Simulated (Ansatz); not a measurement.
Input for Ansatz (an electronic-structure program): R-B3LYP-D3(BJ)/def2-TZVP on BH3 (SMILES B).

Ansatz 0.2 input:
```yaml
crystal:
  periodic: [false, false, false]
  atoms:
    - {symbol: B, position_ang: [0.00013690, 0.00886237, -0.00822414]}
    - {symbol: H, position_ang: [-1.15291776, -0.09104012, -0.31334940]}
    - {symbol: H, position_ang: [0.40810431, -0.53089354, 0.91473380]}
    - {symbol: H, position_ang: [0.70108575, 0.66329526, -0.63519339]}
basis:
  gaussian:
    orbitals: def2-TZVP
hamiltonian:
  xc: b3lyp
  dispersion: d3bj
relax: {f_tol: 0.003, max_steps: 120}
```

Program output:

```
WARN ansatz: RAYON_NUM_THREADS=1 ignored (pool sized by the plan → 1); use --threads N
Functional definition: B3LYP
integrals: 0.00 GiB planned
301 factors; their error is unknown
mean field: 0.07 GiB planned
mean field evaluation 1: about -723.3694 eV, gradient 1.7e1 eV
mean field evaluation 2: about -724.0064 eV, gradient 1.1e1 eV
mean field evaluation 4: about -724.4242 eV, gradient 3.4e-2 eV
mean field evaluation 8: about -724.4179 eV, gradient 1.0e-3 eV
mean field -724.41789835 eV, -26.6218667363 hartree, gradient 1.2e-5 eV, S^2 0.000000; 0 other end points of the search recorded, 0 dependent functions left out
the calculation of the forces begins
reference -724.41808916 eV, -26.6218737486 hartree; 4, 4 occupied and 45, 45 virtual orbitals, 301 factors
relax step   1: F+E_penalty+E_count = -724.45617500 eV  Δ(F+E_penalty+E_count) = +0.000e0 eV  max|allowed force component| = 1.232e0 eV/Å  Δτ_max = 0.0000 Å  (19 SCF iters, accepted)
these checks for a lower state are left out or cut short: starts, cluster_reference, orbital_swaps, neighbouring_geometries, increment
integrals: 0.00 GiB planned
301 factors; their error is unknown
mean field: 0.07 GiB planned
mean field evaluation 16: about -724.4587 eV, gradient 7.0e-4 eV
mean field -724.45869957 eV, -26.6233661533 hartree, gradient 1.0e-5 eV, S^2 0.000000; 0 other end points of the search recorded, 0 dependent functions left out
the calculation of the forces begins
reference -724.45889183 eV, -26.6233732188 hartree; 4, 4 occupied and 45, 45 virtual orbitals, 301 factors
relax step   2: F+E_penalty+E_count = -724.49695091 eV  Δ(F+E_penalty+E_count) = -4.078e-2 eV  max|allowed force component| = 3.466e-1 eV/Å  Δτ_max = 0.0325 Å  (24 SCF iters, accepted)
these checks for a lower state are left out or cut short: starts, cluster_reference, orbital_swaps, neighbouring_geometries, increment
integrals: 0.00 GiB planned
301 factors; their error is unknown
mean field: 0.07 GiB planned
mean field -724.47037912 eV, -26.6237953690 hartree, gradient 9.6e-6 eV, S^2 0.000000; 0 other end points of the search recorded, 0 dependent functions left out
the calculation of the forces begins
reference -724.47057194 eV, -26.6238024549 hartree; 4, 4 occupied and 45, 45 virtual orbitals, 301 factors
relax step   3: F+E_penalty+E_count = -724.50862415 eV  Δ(F+E_penalty+E_count) = -1.167e-2 eV  max|allowed force component| = 5.394e-3 eV/Å  Δτ_max = 0.0266 Å  (25 SCF iters, accepted)
these checks for a lower state are left out or cut short: starts, cluster_reference, orbital_swaps, neighbouring_geometries, increment
integrals: 0.00 GiB planned
301 factors; their error is unknown
mean field: 0.07 GiB planned
mean field -724.47038191 eV, -26.6237954715 hartree, gradient 1.3e-5 eV, S^2 0.000000; 0 other end points of the search recorded, 0 dependent functions left out
the calculation of the forces begins
reference -724.47057471 eV, -26.6238025568 hartree; 4, 4 occupied and 45, 45 virtual orbitals, 301 factors
relax step   4: F+E_penalty+E_count = -724.50862698 eV  Δ(F+E_penalty+E_count) = -2.831e-6 eV  max|allowed force component| = 1.015e-4 eV/Å  Δτ_max = 0.0004 Å  (16 SCF iters, accepted)
integrals: 0.00 GiB planned
301 factors; their error is unknown
mean field: 0.07 GiB planned
mean field evaluation 32: about -723.5302 eV, gradient 1.6e1 eV
mean field -724.47038191 eV, -26.6237954715 hartree, gradient 5.0e-5 eV, S^2 0.000000; 1 other end points of the search recorded, 0 dependent functions left out
the calculation of the forces begins
reference -724.47057471 eV, -26.6238025568 hartree; 4, 4 occupied and 45, 45 virtual orbitals, 301 factors
Total energy: -724.50881978 eV, -26.6252080371 hartree
Atom 0 at    -0.010898     0.012559    -0.010513 Å, force     0.000004    -0.000063     0.000102 eV/Å
Atom 1 at    -1.156398    -0.094153    -0.312401 Å, force    -0.000080     0.000025    -0.000071 eV/Å
Atom 2 at     0.407259    -0.556066     0.946833 Å, force     0.000044    -0.000022     0.000043 eV/Å
Atom 3 at     0.716446     0.687884    -0.665952 Å, force     0.000033     0.000059    -0.000074 eV/Å
Dipole moment:     0.000002     0.000001    -0.000001 e Å
```

Self-consistency was reached.

Cost: roughly 0.7 core-seconds.
